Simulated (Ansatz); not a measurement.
System: sum formula H5SiN2O2, charge 0, multiplicity 2. It need not be the lowest isomer of its formula. 
Coordinates optimised at B3LYP-D3(BJ)/def2-TZVP (Ansatz, an electronic-structure program):
SMILES: [NH][Si](N)(O)O
```xyz
10

Si    -0.0124     0.0104    -0.0204
O     -0.5498    -1.2822    -0.8634
O      1.6321    -0.0821    -0.1247
N     -0.4912     1.5201    -0.7473
N     -0.6779    -0.1154     1.5413
H     -0.0045    -1.5820    -1.5951
H      2.1595     0.5015     0.4251
H     -0.4090     2.3471    -0.1529
H     -1.0615     0.6687     2.0394
H     -0.9867    -0.9981     1.9152
```
Charge 0, spin multiplicity 2.

Property: atomisation energy (electronic, to ground-state atoms); the coupled-cluster value holds the core correlation from cc-pwCVTZ, in kJ/mol. Correlated levels leave the core frozen unless marked. UHF or UKS for open shells. No spin-orbit coupling. Non-relativistic. Basis-set limits of correlation are two-point, X^-3; Hartree-Fock from the larger set.

Level to compare with: CCSD(T)/CBS(cc-pV(T+d)Z,cc-pV(Q+d)Z) plus the core term (Ansatz), 3732.0 kJ/mol. It is a level with limits of its own, and the differences hold the functionals' basis error too.

Question: Rank these functionals by how close they come to CCSD(T)/CBS(cc-pV(T+d)Z,cc-pV(Q+d)Z), closest first: LC-wPBE/def2-TZVPD (Ansatz); PBE0/def2-TZVPD (Ansatz); PBE/def2-TZVPD (Ansatz).

Answer: PBE/def2-TZVPD (GGA, 3761.1 kJ/mol, difference 29.1), LC-wPBE/def2-TZVPD (range-separated hybrid, 3685.0 kJ/mol, difference -47.0), PBE0/def2-TZVPD (global hybrid, 3655.7 kJ/mol, difference -76.3)
